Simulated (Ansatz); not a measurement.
Pt3H4: single points at one geometry.

```yaml
crystal:
  periodic: [false, false, false]
  atoms:
    - {symbol: Pt, position_ang: [1.474934, 0.348165, -1.164191]}
    - {symbol: Pt, position_ang: [-0.758691, -0.670432, -1.029617]}
    - {symbol: Pt, position_ang: [-0.026452, 0.905619, 1.016685]}
    - {symbol: H, position_ang: [-0.654993, -0.510334, 1.040553]}
    - {symbol: H, position_ang: [-0.627657, -1.392488, -2.394811]}
    - {symbol: H, position_ang: [1.666172, 0.197432, 0.386248]}
    - {symbol: H, position_ang: [-1.073312, 1.122037, 2.145134]}
basis:
  gaussian: {orbitals: def2-TZVP, initial_orbitals: start.molden}
hamiltonian: {xc: pbe, dispersion: d4}
scf: {omitted_lower_state_checks: [starts]}
output: {forces: true, orbitals: {seedname: orbitals}}
```

The file start.molden holds the orbitals of an earlier run on this structure, at another level or in another basis.

```sh
$ ansatz run in.yaml --threads 4 --pin off --events-out ev --progress --plain --max-ram 3916MiB
```

Shortened log:

```
Functional definition: PBE
1364 factors; their error is unknown
mean field evaluation 1: about -9812.2484 eV, gradient 8.5e0 eV
mean field evaluation 2: about -9812.4483 eV, gradient 2.9e-1 eV
mean field evaluation 4: about -9812.4173 eV, gradient 9.9e-2 eV
mean field evaluation 8: about -9812.4173 eV, gradient 8.0e-6 eV
mean field -9812.41728490 eV, -360.5996841249 hartree, gradient 8.0e-6 eV, S^2 0.000000; 0 other end points of the search recorded, 0 dependent functions left out
reference -9812.41733234 eV, -360.5996858682 hartree; 29, 29 occupied and 115, 115 virtual orbitals, 1364 factors
Total energy: -9812.67997558 eV, -360.6093378291 hartree
Atom 0 at     1.474934     0.348165    -1.164191 Å, force     0.068247     0.120743    -0.287212 eV/Å
Atom 1 at    -0.758691    -0.670432    -1.029617 Å, force    -0.133655     0.235069     0.054871 eV/Å
Atom 2 at    -0.026452     0.905619     1.016685 Å, force     0.165118     0.287791    -0.311664 eV/Å
Atom 3 at    -0.654993    -0.510334     1.040553 Å, force    -0.080933    -0.358238    -0.001039 eV/Å
Atom 4 at    -0.627657    -1.392488    -2.394811 Å, force    -0.026254    -0.273152    -0.185270 eV/Å
Atom 5 at     1.666172     0.197432     0.386248 Å, force     0.090294    -0.053171     0.432859 eV/Å
Atom 6 at    -1.073312     1.122037     2.145134 Å, force    -0.082817     0.040958     0.297455 eV/Å
Dipole moment:     0.223594     0.185239    -0.118573 e Å
Checks for a lower state left out: starts
```

Hardware: 4 threads of Arm Neoverse V1 on a shared host. Wall time 2.2 s.

The first input with `hamiltonian: {xc: {name: wB97M-V}}`, `output: {orbitals: {seedname: orbitals}}` (abridged; 11 s):

```
Functional definition: wB97M-V
mean field -9799.64013901 eV, -360.1301326739 hartree, gradient 2.0e-5 eV, S^2 0.000000
Total energy: -9799.64019671 eV, -360.1301347945 hartree
Checks for a lower state left out: starts
```

As the first input, with `hamiltonian: {xc: r2scan, dispersion: d4}`, `output: {orbitals: {seedname: orbitals}}` (abridged; 4.1 s):

```
Functional definition: r2SCAN
mean field -9813.00546704 eV, -360.6212994196 hartree, gradient 1.8e-5 eV, S^2 0.000000
Total energy: -9813.05778825 eV, -360.6232221887 hartree
Checks for a lower state left out: starts
```

As the first input, with `correlation: {method: ccsd_t}`, `output: {orbitals: {seedname: orbitals}}` and without the key `hamiltonian` (abridged; 1.8 min):

```
Functional definition: HF
mean field evaluation 16: about -9716.0461 eV, gradient 3.8e1 eV
mean field evaluation 32: about -9721.1669 eV, gradient 8.4e0 eV
mean field evaluation 64: about -9723.6047 eV, gradient 7.4e0 eV
mean field -9728.58892852 eV, -357.5190488488 hartree, gradient 1.9e-6 eV, S^2 0.000000; unrestricted orbitals would lower it
second order -39.52888972 eV of doubles, -0.00000000 eV of singles
cycle   1  -33.64235269 eV  change     5.9e0 eV  update   2.9e-1
cycle   2  -35.74132268 eV  change    -2.1e0 eV  update   1.2e-1
cycle   3  -36.14873037 eV  change   -4.1e-1 eV  update   6.6e-2
cycle   4  -36.10674140 eV  change    4.2e-2 eV  update   3.5e-2
cycle   5  -36.05801941 eV  change    4.9e-2 eV  update   2.0e-2
cycle   6  -36.08835797 eV  change   -3.0e-2 eV  update   1.2e-2
cycle   7  -36.10245342 eV  change   -1.4e-2 eV  update   7.7e-3
cycle   8  -36.09932490 eV  change    3.1e-3 eV  update   5.3e-3
cycle   9  -36.10251588 eV  change   -3.2e-3 eV  update   3.5e-3
cycle  10  -36.10765756 eV  change   -5.1e-3 eV  update   2.3e-3
cycle  11  -36.09955111 eV  change    8.1e-3 eV  update   1.5e-3
cycle  12  -36.10227621 eV  change   -2.7e-3 eV  update   8.6e-4
cycle  13  -36.10276626 eV  change   -4.9e-4 eV  update   5.8e-4
cycle  14  -36.10246107 eV  change    3.1e-4 eV  update   3.1e-4
cycle  15  -36.10325805 eV  change   -8.0e-4 eV  update   1.8e-4
cycle  16  -36.10313569 eV  change    1.2e-4 eV  update   1.0e-4
cycle  17  -36.10296081 eV  change    1.7e-4 eV  update   7.0e-5
cycle  18  -36.10300379 eV  change   -4.3e-5 eV  update   4.3e-5
cycle  19  -36.10300473 eV  change   -9.4e-7 eV  update   3.1e-5
perturbative correction -1.52865054 eV, -0.0561768711 hartree
Total energy: -9766.22058379 eV, -358.9019866722 hartree
Checks for a lower state left out: starts
```

The first input with `hamiltonian: {xc: {name: BHLYP}, dispersion: d4}`, `output: {orbitals: {seedname: orbitals}}` (abridged; 3.2 s):

```
Functional definition: BHLYP
mean field -9795.02766419 eV, -359.9606273508 hartree, gradient 1.3e-5 eV, S^2 0.000000
Total energy: -9795.48343239 eV, -359.9773765233 hartree
Checks for a lower state left out: starts
```

As the first input, with `hamiltonian: {xc: pbe0, dispersion: d4}`, `output: {orbitals: {seedname: orbitals}}` (abridged; 2.7 s):

```
Functional definition: PBE0
mean field -9807.41266707 eV, -360.4157678117 hartree, gradient 2.1e-5 eV, S^2 0.000000
Total energy: -9807.63542739 eV, -360.4239541027 hartree
Checks for a lower state left out: starts
```

Geometry: PBE0-D4/def2-TZVP.

In the def2 sets Pt takes a core potential; there is no spin–orbit coupling. Correlated methods freeze no core orbitals; core or outer-core shells of Pt are correlated, in sets that lack core-valence functions. The restricted singlet is unstable towards broken spin symmetry in Hartree–Fock (as tested in another run); at PBE-D4/def2-TZVP, ωB97M-V/def2-TZVP, r2SCAN-D4/def2-TZVP, BHLYP-D4/def2-TZVP and others this wasn't settled. At CCSD(T)/def2-TZVP the restricted singlet (for correlated methods, its reference) is unstable: a solution with broken spin symmetry lies lower. Another isomer (singlet) lies 0.10 eV lower at PBE0-D4/def2-TZVP; other spin states weren't run for this one.
